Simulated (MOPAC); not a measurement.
MOPAC input (PM7):

```
PM7 1SCF UHF MS=0.5 GEO-OK AUX(PRECISION=9) THREADS=1
CH5OSi

C     1.58952800 1    0.18519500 1   -0.29336500 1
O     0.33224300 1   -0.47033300 1   -0.35058400 1
Si   -1.04297300 1    0.05714900 1    0.39254300 1
H     1.48670600 1    1.26255100 1   -0.45660600 1
H     2.07172300 1    0.01806400 1    0.67348300 1
H     2.22124300 1   -0.23093000 1   -1.07764100 1
H    -1.21941700 1    1.52218300 1    0.14501600 1
H    -2.15374600 1   -0.72045300 1   -0.21498800 1
```

From the output:

```
                                                       MOPAC v23.2.5 Linux

          FINAL HEAT OF FORMATION =        -37.84073 KCAL/MOL =    -158.32562 KJ/MOL

          COSMO AREA              =        106.94 SQUARE ANGSTROMS
          COSMO VOLUME            =         93.91 CUBIC ANGSTROMS

          IONIZATION POTENTIAL    =          9.167675 EV
          ALPHA SOMO LUMO (EV)    =         -9.168  0.978
          BETA  SOMO LUMO (EV)    =        -11.100 -0.444
          NO. OF ALPHA ELECTRONS  =         10
          NO. OF BETA  ELECTRONS  =          9
          MOLECULAR WEIGHT        =         61.1354         POINT GROUP:  C1

          MOLECULAR DIMENSIONS (Angstroms)

            Atom       Atom       Distance
            H     8    H     6     4.48602
            H     7    H     6     2.20252
            H     5    H     8     1.56589

          SCF CALCULATIONS        =          1

   ATOM   CHEMICAL          X               Y               Z
  NUMBER   SYMBOL      (ANGSTROMS)     (ANGSTROMS)     (ANGSTROMS)

     1       C          1.58952800  *   0.18519500  *  -0.29336500  *
     2       O          0.33224300  *  -0.47033300  *  -0.35058400  *
     3      Si         -1.04297300  *   0.05714900  *   0.39254300  *
     4       H          1.48670600  *   1.26255100  *  -0.45660600  *
     5       H          2.07172300  *   0.01806400  *   0.67348300  *
     6       H          2.22124300  *  -0.23093000  *  -1.07764100  *
     7       H         -1.21941700  *   1.52218300  *   0.14501600  *
     8       H         -2.15374600  *  -0.72045300  *  -0.21498800  *

                             CARTESIAN COORDINATES

   1    C        1.589528000     0.185195000    -0.293365000
   2    O        0.332243000    -0.470333000    -0.350584000
   3   Si       -1.042973000     0.057149000     0.392543000
   4    H        1.486706000     1.262551000    -0.456606000
   5    H        2.071723000     0.018064000     0.673483000
   6    H        2.221243000    -0.230930000    -1.077641000
   7    H       -1.219417000     1.522183000     0.145016000
   8    H       -2.153746000    -0.720453000    -0.214988000

           Empirical Formula: C H5 O Si  =     8 atoms

      MOLECULAR POINT GROUP   :   C1

          ALPHA EIGENVALUES
 -29.73503 -24.28712 -17.48822 -15.64256 -15.46100 -14.89053 -12.46490 -11.75269
 -11.36062  -9.16767   0.97824   2.61227   3.75728   5.40698   5.48226   6.04943
   6.71466  21.43343  21.69412  22.22818  22.69700  23.70158

           BETA EIGENVALUES
 -29.51410 -24.21647 -17.45972 -15.60450 -15.33284 -14.78031 -12.43879 -11.41089
 -11.09951  -0.44416   1.12067   2.68427   3.82167   5.41467   5.48597   6.05646
   6.83861  21.75954  22.05404  22.63589  22.85852  23.93074

              NET ATOMIC CHARGES AND DIPOLE CONTRIBUTIONS

  ATOM NO.   TYPE          CHARGE      No. of ELECS.   s-Pop       p-Pop       d-Pop
    1          C          -0.087725        4.0877     1.06554     3.02218
    2          O          -0.567585        6.5676     1.76765     4.79994
    3         Si           0.179680        3.8203     0.92849     2.72296     0.16887
    4          H           0.115916        0.8841     0.88408
    5          H           0.117530        0.8825     0.88247
    6          H           0.136446        0.8636     0.86355
    7          H           0.043881        0.9561     0.95612
    8          H           0.061857        0.9381     0.93814
 DIPOLE           X         Y         Z       TOTAL
 POINT-CHG.     0.080     1.922     0.805     2.085
 HYBRID         0.715    -0.616     0.266     0.981
 SUM            0.796     1.306     1.071     1.867

          ATOMIC ORBITAL ELECTRON POPULATIONS

     Atom    s        px        py        pz      x^2-y^2     xz        z^2       yz        xy
    1  C   1.06554   0.82754   1.05851   1.13614
    2  O   1.76765   1.34439   1.68015   1.77540
    3 Si   0.92849   0.69616   1.00804   1.01876   0.04570   0.04292   0.02491   0.01137   0.04398
    4  H   0.88408
    5  H   0.88247
    6  H   0.86355
    7  H   0.95612
    8  H   0.93814

                    (SZ)    =    0.500000
                    (S**2)  =    0.750979

          ATOMIC ORBITAL SPIN POPULATIONS

    Atom   Total    s     px     py     pz   x^2-y^2  xz     z^2    yz     xy
         Atomic
    1  C -0.0043 -0.000 -0.002 -0.001 -0.000
    2  O  0.0719  0.004  0.011  0.015  0.041
    3 Si  0.9457  0.105  0.009  0.038  0.794 -0.000 -0.000 -0.000 -0.000  0.000
    4  H  0.0011  0.001
    5  H  0.0019  0.002
    6  H -0.0002 -0.000
    7  H -0.0086 -0.009
    8  H -0.0076 -0.008

 **********************
 *                    *
 * JOB ENDED NORMALLY *
 *                    *
 **********************

 == MOPAC DONE ==
```

The geometry given is a B3LYP-D3(BJ)/def2-TZVP minimum.
